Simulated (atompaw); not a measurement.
An all-electron radial function and its pseudo partner (lutetium (Lu))

Columns: radius, all-electron u(r) and pseudo u(r) of the 6s shell (level -4.66 eV) of lutetium in the configuration [Xe] 4f14 5d1 6s2 6p0; PBE, scalar-relativistic, PAW (atompaw) scheme, atompaw 4.2.0.5.

```tsv
r (bohr)	all-electron	pseudo
0.115	-0.0623	0.0215
0.231	-0.0155	0.0435
0.346	0.1548	0.0656
0.462	0.1133	0.0886
0.577	-0.0319	0.1120
0.692	-0.1666	0.1363
0.808	-0.2467	0.1617
0.923	-0.2677	0.1878
1.038	-0.2421	0.2148
1.154	-0.1842	0.2428
1.269	-0.1080	0.2713
1.385	-0.0222	0.3006
1.500	0.0645	0.3299
1.615	0.1480	0.3591
1.731	0.2262	0.3883
1.846	0.2960	0.4166
1.962	0.3580	0.4441
2.077	0.4109	0.4700
2.192	0.4556	0.4942
2.308	0.4929	0.5164
2.423	0.5228	0.5360
2.538	0.5463	0.5529
2.654	0.5641	0.5669
2.769	0.5767	0.5775
2.885	0.5847	0.5848
3.000	0.5885	0.5885
```

(1) How many radial nodes do the two functions have?

(2) Is the pseudo-wave norm-conserving?

## Answers

(1) The all-electron 6s function has n − l − 1 = 5 (the table is too coarse to show those close to the nucleus); the pseudo-wave has 0, since the states of the same l below it are removed with the core.

(2) No, it belongs to a PAW set: the norm inside the radius is not constrained, and the difference is carried by the augmentation charge.
